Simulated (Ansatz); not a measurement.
Input:

```yaml
crystal:
  periodic: [false, false, false]
  atoms:
    - { symbol: Ta, position_ang: [0.0, 0.0, 0.0] }
    - { symbol: Cl, position_ang: [2.82, 0.0, 0.0] }
    - { symbol: O, position_ang: [0.0, 0.0, 2.02] }
    - { symbol: H, position_ang: [-0.2547, -0.9174, 2.3571] }
    - { symbol: "N", position_ang: [0.0, 0.0, -2.16] }
    - { symbol: H, position_ang: [-0.6116, -0.6845, -2.69] }
    - { symbol: H, position_ang: [0.6116, 0.6845, -2.69] }
    - { symbol: "N", position_ang: [-1.08, 1.8706, 0.0] }
    - { symbol: H, position_ang: [-1.6414, 2.1584, 0.8518] }
    - { symbol: H, position_ang: [-1.0486, 2.5007, -0.8518] }
    - { symbol: "N", position_ang: [-1.08, -1.8706, 0.0] }
    - { symbol: H, position_ang: [-1.8056, -2.0636, 0.7482] }
    - { symbol: H, position_ang: [-0.8844, -2.5955, -0.7482] }
    - { symbol: S, position_ang: [0.8829, 2.1884, 1.5071] }
    - { symbol: H, position_ang: [1.2839, 1.7513, 2.7752] }
    - { symbol: H, position_ang: [2.2296, 1.2961, 0.8925] }
basis:
  gaussian: { orbitals: def2-SVP }
hamiltonian:
  xc: pbe
relax:
  f_tol: 0.15
  max_steps: 25
  restrain:
    - { distance: [0, 13], at: 3.7, k: 30.0 }
    - { distance: [15, 1], at: 2.57, k: 30.0 }
    - { distance: [0, 1], at: 2.47, k: 30.0 }
    - { distance: [15, 13], at: 1.4, k: 30.0 }
```

Command:

```bash
$ ansatz run input.yaml --threads 4 --pin off --max-ram 5120MiB --backend cpu --events-out ev --progress --plain --runs-dir out
```

Hardware: 4 threads of Intel(R) Xeon(R) CPU @ 2.60GHz (Ice Lake), on a shared host.

**Question.** Roughly how long does this run take, and how much memory?

**Answer.** 58 s, with a peak of 0.28 GiB, for 22 ionic steps.
